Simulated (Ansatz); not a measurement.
`[NH2][Mg][F]` + CH₃SH → `C[S][Mg][NH2]` + H–F at 600 K and 1 bar (ligand exchange at a Mg–F bond).

Program: Ansatz. Geometries: PBE0-D4/def2-TZVP. ΔE: electronic, gas phase. CCSD(T)/CBS adds triple-zeta CCSD(T) − MP2 to the extrapolated MP2 energy (def2 sets, frozen cores). This one scheme is used for every species. For Mg outer-core shells are correlated without core-valence functions, which leaves a few kJ/mol of doubt a bond. One conformer a species, not always the lowest.

```
        species  CCSD(T)/CBS energy (Eh)  H − E (kJ/mol)  S (J/(mol·K))
 `[NH2][Mg][F]`               -355.68386           106.4          330.3
          CH₃SH               -438.22835           152.3          296.8
`C[S][Mg][NH2]`               -693.49300           224.3          446.3
            H–F               -100.39570            42.3          194.0
```

H − E and S are ideal-gas, rigid-rotor, harmonic terms from PBE0-D4/def2-TZVP, for one conformer and one mirror image of each species. 1 Eh = 2625.50 kJ/mol, R = 8.31446 J/(mol·K).

**Question.** By hand: ΔE, ΔH, ΔS and ΔG.

**Answer.** ΔE = (-693.49300) + (-100.39570) − (-355.68386) − (-438.22835) = 0.02351 Eh = 61.7 kJ/mol. Δ(H − E) = 224.3 + 42.3 − 106.4 − 152.3 = 7.9, so ΔH = 69.6 kJ/mol. ΔS = 446.3 + 194.0 − 330.3 − 296.8 = 13.2 J/(mol·K). ΔG = 69.6 − 600 × (13.2)/1000 = 61.7 kJ/mol.

**Question.** By hand: the equilibrium constant, and the temperature at which ΔG would vanish if ΔH and ΔS stayed fixed.

**Answer.** log₁₀ K = −ΔG/(RT ln 10) = -5.4. ΔG = 0 at ΔH/ΔS = 5273 K, far beyond where these terms or the molecules hold.

The number of gas molecules stays the same, so ΔS is small and ΔH decides. A doubt of 5 kJ/mol in ΔE shifts log₁₀ K by 0.4 here. Other conformers and mirror images would add mixing entropy, several J/(mol·K) or more a flexible species. These are equilibria of isolated gas molecules and say nothing of rates. Largest T1 diagnostic: 0.011 (customary marks: 0.02 for closed shells, 0.045 for open ones).
